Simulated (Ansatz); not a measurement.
`C#[C][GaH2]` + `NB1CS1` → `[GaH2][NH]B1CS1` + `C#C` at 400 K and 1 bar (ligand exchange at a Ga–C bond).

Computed with Ansatz on PBE0-D4/def2-TZVP structures; ΔE is electronic, products minus reactants. CCSD(T)/CBS adds triple-zeta CCSD(T) − MP2 to the extrapolated MP2 energy (def2 sets, frozen cores). This one scheme is used for every species. For Ga outer-core shells are correlated without core-valence functions, which leaves a few kJ/mol of doubt a bond. Scalar relativity is left out up to krypton. Each species was taken in one conformer, which may not be the lowest.

```csv
species,CCSD(T)/CBS energy (Eh),H − E (kJ/mol),S (J/(mol·K))
`C#[C][GaH2]`,-2001.76834,106.0,307.0
`NB1CS1`,-517.77714,178.2,313.0
`[GaH2][NH]B1CS1`,-2442.32425,196.7,387.2
`C#C`,-77.22717,85.5,213.8
```

H − E and S are ideal-gas, rigid-rotor, harmonic terms from PBE0-D4/def2-TZVP, for one conformer and one mirror image of each species. 1 Eh = 2625.50 kJ/mol, R = 8.31446 J/(mol·K).

**Question.** By hand: ΔE, ΔH, ΔS and ΔG.

**Answer.** ΔE = (-2442.32425) + (-77.22717) − (-2001.76834) − (-517.77714) = -0.00594 Eh = -15.6 kJ/mol. Δ(H − E) = 196.7 + 85.5 − 106.0 − 178.2 = -2.0, so ΔH = -17.6 kJ/mol. ΔS = 387.2 + 213.8 − 307.0 − 313.0 = -19.0 J/(mol·K). ΔG = -17.6 − 400 × (-19.0)/1000 = -10.0 kJ/mol.

**Question.** By hand: the equilibrium constant, and the temperature at which ΔG would vanish if ΔH and ΔS stayed fixed.

**Answer.** log₁₀ K = −ΔG/(RT ln 10) = 1.3. ΔG = 0 at ΔH/ΔS = 926 K, though so small a ΔS makes that figure unsure.

TΔS isn't small against ΔH here. A doubt of 5 kJ/mol in ΔE shifts log₁₀ K by 0.7 here. Other conformers and mirror images would add mixing entropy, several J/(mol·K) or more a flexible species. These are equilibria of isolated gas molecules and say nothing of rates. Largest T1 diagnostic: 0.014 (customary marks: 0.02 for closed shells, 0.045 for open ones).
